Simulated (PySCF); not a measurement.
# Correlation energy of Tb⁴⁶⁺ (terbium, charge +46)

[Ar] 3d1, 2D determinant. Calculation: PySCF 2.14, in an uncontracted even-tempered set (18 s from 9.6 bohr⁻², ratio 2.5; 12 p from 12 bohr⁻², ratio 2.5; 7 d from 12 bohr⁻², ratio 2.5; 4 f from 44 bohr⁻², ratio 2.7; 3 g from 65 bohr⁻², ratio 2.7); the spin-free X2C one-electron Hamiltonian (Gaussian nucleus). Frozen: [Ne]; 9 electrons correlated; the 25 highest virtual orbitals of each spin left out.

| level | correlation energy (mhartree) |
| --- | --- |
| CCSD | -521.19 |
| (T) | -2.64 |
| CCSD(T) | -523.83 |

Diagnostics: T1 = 0.00029, D1 = 0.0005, largest double amplitude 0.028.

Spin-orbit coupling, absent here, splits the open shell strongly.

Cost of the coupled-cluster step: 52 s of wall time on 2 threads of Neoverse-V2 (shared host), for 9 correlated electrons.

Iterations:

```
CC2 = 0
CCSD nocc = (np.int64(5), np.int64(4)), nmo = (114, 114)
frozen orbitals [[0, 1, 2, 3, 4, 119, 120, 121, 122, 123, 124, 125, 126, 127, 128, 129, 130, 131, 132, 133, 134, 135, 136, 137, 138, 139, 140, 141, 142, 143], [0, 1, 2, 3, 4, 119, 120, 121, 122, 123, 124, 125, 126, 127, 128, 129, 130, 131, 132, 133, 134, 135, 136, 137, 138, 139, 140, 141, 142, 143]]
max_cycle = 100
direct = 0
conv_tol = 1e-08
conv_tol_normt = 1e-06
diis_space = 8
diis_start_cycle = 0
Init t2, MP2 energy = -0.484851097278953
Init E_corr(UCCSD) = -0.484851097278959
cycle = 1  E_corr(UCCSD) = -0.515837446708554  dE = -0.0309863494  norm(t1,t2) = 0.0112897
cycle = 2  E_corr(UCCSD) = -0.520283823898525  dE = -0.00444637719  norm(t1,t2) = 0.00204216
cycle = 3  E_corr(UCCSD) = -0.521205726149032  dE = -0.000921902251  norm(t1,t2) = 0.000440592
cycle = 4  E_corr(UCCSD) = -0.521190257598107  dE = 1.54685509e-05  norm(t1,t2) = 3.10551e-05
cycle = 5  E_corr(UCCSD) = -0.521190485230704  dE = -2.27632597e-07  norm(t1,t2) = 9.90158e-07
cycle = 6  E_corr(UCCSD) = -0.521190478366213  dE = 6.86449086e-09  norm(t1,t2) = 9.23923e-08
UCCSD converged
E(UCCSD) = -9821.365545657214  E_corr = -0.5211904783662131
UCCSD(T) correction = -0.00263922218684483
```

At this charge the one-electron X2C treatment keeps the bare 1/r₁₂, with no two-electron picture change or Breit term. The effect here is smaller than on the frozen 1s shell; and a scalar Hamiltonian misses the large spin-orbit splitting of the p shells, which matters for ns² → np² pairs.
